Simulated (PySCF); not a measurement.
PySCF job for BeHF, SMILES [F][BeH], B3LYP/pcJ-2. The structure is a stationary point at PBE0-D3(BJ)/def2-TZVPD.

```python
import numpy as np
from pyscf import gto, scf, dft
from pyscf.prop.ssc import rks as ssc

mol = gto.M(
    atom='''
    Be    0.00000000    0.00000000    0.78610010
    H     0.00000000    0.00000000    2.11494221
    F     0.00000000    0.00000000   -0.58437140
    ''',
    basis='pcJ-2',
    charge=0,
    spin=0,
    max_memory=1600,
    verbose=3,
)
mf = dft.RKS(mol, xc='b3lyp')
mf.grids.level = 3
mf.conv_tol = 1e-10
mf.max_cycle = 100
mf.kernel()
j = ssc.SSC(mf)
j.with_fcsd = True
j.max_cycle_cphf = 80
j.conv_tol = 1e-7
e11 = j.kernel()
```

It prints:

```
converged SCF energy = -115.323281379938
Reduced spin-spin coupling constant K (Hz)
               #0        #1        #2
        0 Be   0.00000
        1 H   19.47414   0.00000
        2 F   11.94506   1.94406   0.00000
Spin-spin coupling constant J (Hz)
               #0        #1        #2
        0 Be   0.00000
        1 H  -85.38419   0.00000
        2 F  -49.29799  57.09342   0.00000
```

The run converged.
